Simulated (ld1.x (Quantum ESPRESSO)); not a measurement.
**iridium, TM: configuration errors across variants**

```
Element                 : Ir
Generator               : ld1.x (Quantum ESPRESSO) 7.5
Type                    : norm-conserving Troullier–Martins (Kleinman–Bylander form)
Functional              : LDA (PZ)
Relativity              : scalar-relativistic
Frozen core             : [Xe] 4f14
Valence charge          : 9
Reference configuration : 5d7 6s1.5 6p0.5
Partial waves           : 6s (bound): rc 2.20 bohr; 6p (bound): rc 2.40 bohr; 5d (bound): rc 1.45 bohr
Local potential         : all-electron potential smoothed inside 1.65 bohr (lloc = -1)
Core correction         : a·sin(br)/r model core inside 1.00 bohr
```

All-electron excitation energies from the reference (eV): (1) 5d7 6s2 6p0 -2.657; (2) 5d7 6s1 6p0 7.528; (3) 5d7 6s0 6p0 25.378; (4) 5d6 6s0 6p0 56.220; (5) 5d7 6s1 6p1 2.751; (6) 5d6 6s2 6p0 9.756; (7) 5d7 6s1.5 6p0 1.519; (8) 5d7 6s1.5 6p0.5 spin -1.549; (9) 5d7 6s2 6p0 spin -3.809.

Spin tests fill each open shell by Hund’s rule, majority spin first.

Tests that are not counted but printed errors over 1 eV. “all radii but the core radius scaled by about 1.34 (s 2.94, p 3.22, d 1.94 bohr); local potential all-electron potential smoothed inside 2.20 bohr (lloc = -1)”: 5d6 6s2 6p0 (solver errors, printed error -24.8 eV).

3 further variants failed, have other tests or another functional or relativity, and are left out.

A true bound ghost makes a file unfit for plane-wave use even where its test errors are small: the radial tests pick states by their node count and pass the ghost by. Where a test does run into it, the solver fails or the error is huge.

Errors AE − PS in meV (a dash: test not solved or not reliable):

| change | (1) | (2) | (3) | (4) | (5) | (6) | (7) | (8) | (9) | bound ghosts |
| --- | --- | --- | --- | --- | --- | --- | --- | --- | --- | --- |
| base | +0.3 | -6.7 | -36 | -195 | -1.3 | -117 | -1.3 | +28 | +12 | s, d, p |
| all radii but the core radius scaled by about 1.34 (s 2.94, p 3.22, d 1.94 bohr); local potential all-electron potential smoothed inside 2.20 bohr (lloc = -1) | -0.9 | -8.5 | -37 | -122 | -1.8 | – | -1.7 | +29 | +10 | s |
| wave 5d (bound): rc 1.45 bohr becomes 5d (bound): rc 2.04 bohr | +0.3 | -6.7 | -36 | -198 | -1.3 | -118 | -1.3 | +27 | +11 | s, d, p |
| wave 6p (bound): rc 2.40 bohr becomes 6p (bound): rc 2.96 bohr | +0.2 | -7.1 | -36 | -189 | -1.4 | -113 | -1.6 | +28 | +12 | s, d, p |

**Question.** Give the same row for: wave 6s (bound): rc 2.20 bohr becomes 6s (bound): rc 2.78 bohr.

**Answer.** +0.2, -6.2, -35, -228, -1.5, -100, -1.4, +28, +12; bound ghosts: s, d, p.
